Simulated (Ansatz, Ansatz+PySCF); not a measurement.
```yaml
atoms:
  - { symbol: C, position_ang: [1.5743, 0.0000, 0.2451] }
  - { symbol: C, position_ang: [0.7872, 1.3634, -0.2451] }
  - { symbol: C, position_ang: [-0.7872, 1.3634, 0.2451] }
  - { symbol: C, position_ang: [-1.5743, 0.0000, -0.2451] }
  - { symbol: C, position_ang: [-0.7872, -1.3634, 0.2451] }
  - { symbol: C, position_ang: [0.7872, -1.3634, -0.2451] }
  - { symbol: H, position_ang: [1.6502, 0.0000, 1.4369] }
  - { symbol: H, position_ang: [2.6946, 0.0000, -0.1587] }
  - { symbol: H, position_ang: [0.8251, 1.4291, -1.4369] }
  - { symbol: H, position_ang: [1.3473, 2.3335, 0.1587] }
  - { symbol: H, position_ang: [-1.3473, 2.3335, -0.1587] }
  - { symbol: H, position_ang: [-0.8251, 1.4291, 1.4369] }
  - { symbol: H, position_ang: [-1.6502, 0.0000, -1.4369] }
  - { symbol: H, position_ang: [-2.6946, 0.0000, 0.1587] }
  - { symbol: H, position_ang: [-1.3473, -2.3335, -0.1587] }
  - { symbol: H, position_ang: [-0.8251, -1.4291, 1.4369] }
  - { symbol: H, position_ang: [1.3473, -2.3335, 0.1587] }
  - { symbol: H, position_ang: [0.8251, -1.4291, -1.4369] }
```

Basis set: def2-SVP (spherical functions). Correlated methods keep 6 orbitals frozen. Charge 0, multiplicity 1.

Computed with Ansatz (development build ahead of 0.2.0); each method stands on the lowest determinant of its kind that the runs found. Restricted open shells among the atoms or ions are ROHF, correlated in semicanonical orbitals with singles.

(1) Give the atomization energy at this shape (free ground-state atoms in the same class of orbitals less the molecule, no zero-point energy) of singlet C₆H₁₂ by RHF-MP2, RHF.

Answers

(1)

| method | atomization energy |
| --- | --- |
| RHF-MP2 | 1658.60 kcal/mol |
| RHF | 1314.21 kcal/mol |

Caution: no unrestricted run beside it, a lower state can exist; the shape is not the minimum.
